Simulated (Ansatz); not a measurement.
Be₃Br₄⁺. Total charge 1; doublet. Geometry PBE0-D4/def2-SVP; atoms count from 1.

```xyz
7

Be    2.441   -1.136   -0.479
Be   -2.155    1.132    0.323
Be   -0.125    0.655   -0.388
Br   -3.821    2.113    0.456
Br    1.782    0.607   -1.372
Br   -0.995   -0.618    1.020
Br    2.873   -2.753    0.440
```

Another isomer (doublet) lies 0.94 eV lower at PBE0-D4/def2-TZVP; other spin states weren't run for this one.

**Question.** Estimate the Mulliken populations from the PBE0/def2-TZVP orbitals of Ansatz.

**Answer.** 
```tsv
atom	charge (e)	spin (α − β)
Be1	0.20	0.01
Be2	0.21	0.27
Be3	0.22	0.58
Br4	0.00	0.04
Br5	0.17	0.00
Br6	0.09	0.09
Br7	0.09	0.00
```
Mulliken values depend strongly on the basis.

**Question.** Where does the spin sit?

**Answer.** Summed by element: Be 0.86, Br 0.14, of 1 unpaired in all. Largest on single atoms: Be3 0.58, Be2 0.27, Br6 0.09.

**Question.** And the Mayer bond orders between heavy atoms (over 0.3)?

**Answer.** Be1–Br5 1.04 (2.07 Å); Be1–Br7 1.60 (1.91 Å); Be2–Be3 0.48 (2.20 Å); Be2–Br4 1.52 (1.94 Å); Be2–Br6 0.66 (2.21 Å); Be3–Br5 0.78 (2.15 Å); Be3–Br6 0.96 (2.09 Å).
